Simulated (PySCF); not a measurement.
A PySCF script (with the pyscf-properties extension) for the NMR shieldings of `N#C[SiH2]CCN[SiH2]C`, C₄H₁₂N₂Si₂, on a GFN2-xTB geometry:

```python
import basis_set_exchange as bse
import numpy as np
from pyscf import gto, dft
from pyscf.prop import nmr

atoms = """
C    -3.678177   -0.269572   -0.444640
Si   -1.880159    0.257983   -0.702231
N    -1.010284   -0.464976    0.593449
C     0.364639   -0.206316    0.950339
C     1.244034   -0.027008   -0.277184
Si    3.068148    0.212957    0.185825
C     4.027145    0.379710   -1.409010
N     4.629277    0.480363   -2.378177
H    -3.776314   -1.349587   -0.404870
H    -4.291980    0.085140   -1.264767
H    -4.093007    0.136108    0.473004
H    -1.801410    1.731679   -0.734113
H    -1.364757   -0.265247   -1.974341
H    -1.546598   -0.765322    1.393515
H     0.446121    0.692155    1.583585
H     0.734363   -1.054046    1.541351
H     0.882183    0.831985   -0.844390
H     1.118879   -0.897826   -0.922684
H     3.628639   -0.950943    0.879307
H     3.294110    1.453442    0.933602
"""
names = dict.fromkeys(["C", "Si", "N", "H"], "pcSseg-1")
basis = {el: gto.basis.parse(bse.get_basis(n, elements=[el], fmt="nwchem")) for el, n in names.items()}
mol = gto.M(atom=atoms, basis=basis, charge=0, verbose=0)
mf = dft.RKS(mol, xc="PBE0")
mf.grids.level = 2
mf.grids.alignment = dft.numint.BLKSIZE   # the property module wants whole blocks of grid points
mf.conv_tol = 1e-9
mf.kernel()

calc = nmr.RKS(mf)   # GIAO
C = mf.mo_coeff
Co = C[:, mf.mo_occ > 0]
resp = mf.gen_response(singlet=True, hermi=2)
def vind(x):   # induced exchange potential for any number of trial vectors
    d = np.einsum("pi,xij,qj->xpq", C, 2 * x.reshape(-1, C.shape[1], Co.shape[1]), Co, optimize=True)
    return np.einsum("xpq,pi,qj->xij", resp(d - d.transpose(0, 2, 1)), C, Co, optimize=True).ravel()
mo1, _ = nmr.rhf.solve_mo1(calc, with_cphf=vind)
sigma = calc.kernel(mo1)
for i, s in enumerate(sigma):   # ppm
    print("%2d %-2s %9.2f" % (i, mol.atom_pure_symbol(i), np.trace(s) / 3))
```

**Question.** What does it print?

**Answer.** 
```
 0 C     193.59
 1 Si    391.19
 2 N     237.49
 3 C     143.74
 4 C     170.60
 5 Si    419.12
 6 C      63.62
 7 N     -98.33
 8 H      31.49
 9 H      31.65
10 H      31.57
11 H      26.72
12 H      26.80
13 H      31.64
14 H      28.37
15 H      28.65
16 H      30.18
17 H      30.11
18 H      27.37
19 H      27.35
```

These numbers come from an equivalent density-fitted implementation of the same equations, which agrees with the script to about 0.01 ppm for H and up to a few tenths of a ppm for heavy atoms, so last digits may differ.

**Question.** Turn these shieldings into chemical shifts. Referencing at the same level of theory: 13C (σref 186.93), 29Si (σref 349.16), 1H (σref 31.72) against TMS; 15N (σref 267.73) vs NH3.

**Answer.** Averaging equivalent atoms: C 6: 123.3; C 3: 43.2; C 4: 16.3; C 0: -6.7; Si 1: -42.0; Si 5: -70.0; N 7: 366.1; N 2: 30.2; H 11/12: 4.96; H 18/19: 4.36; H 14/15: 3.21; H 16/17: 1.57; H 8/9/10: 0.15; H 13: 0.08 ppm. Experimental scales use liquid or dissolved standards, which lie at an offset from isolated NH3 (liquid NH3: subtract about 20 ppm). Unscaled 15N shifts of sp2 nitrogen come out 20 to 40 ppm too high even then.

Size and cost of the density-fitted run: 210 basis functions, 40 s wall time on 1 thread of an Arm Neoverse V2, shared host; peak memory 0.94 GiB.
